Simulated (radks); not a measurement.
All-electron atom: Be3+ in 1s0.75 2p0.25 (fractional occupations, a model configuration).

Method: scalar-relativistic Kohn-Sham, LDA (Slater exchange, Perdew-Wang correlation), spin-polarised, spherical densities, finite nucleus; open shells are filled with parallel spins first; Fermi nuclear charge, rms radius 2.519 fm; computed with a radial shooting solver on a logarithmic mesh with Libxc functionals.

Energy parts (hartree):
total: -6.43810
kinetic: 6.41962
electron-nucleus: -12.91712
Hartree: 0.89012
exchange-correlation: -0.83072

Orbitals (lengths in bohr, moments of r in powers of bohr; r(90%) holds 90 % of the orbital's charge):
1s up: occ. 0.75; eigenvalue (hartree) -7.26157; <r^2> 0.1894; r(90%) 0.669; <r^4> 0.09090
2p up: occ. 0.25; eigenvalue (hartree) -1.48670; <r^2> 2.276; r(90%) 2.21; <r^4> 9.796

The highest occupied level is 2p up at -40.455 eV. The electron density at the nucleus is 15.47 e/bohr^3 (large components only). The density falls to 0.001 e/bohr^3 at r = 2.14 bohr. The spin density at the nucleus is 15.47 e/bohr^3 (1s 15.47). Summed over all electrons, <r^2> = 0.7110 bohr^2, which gives a Langevin (diamagnetic) susceptibility term of -0.563 x 10^-6 cm^3/mol. Spin moment in Bohr magnetons: 1.
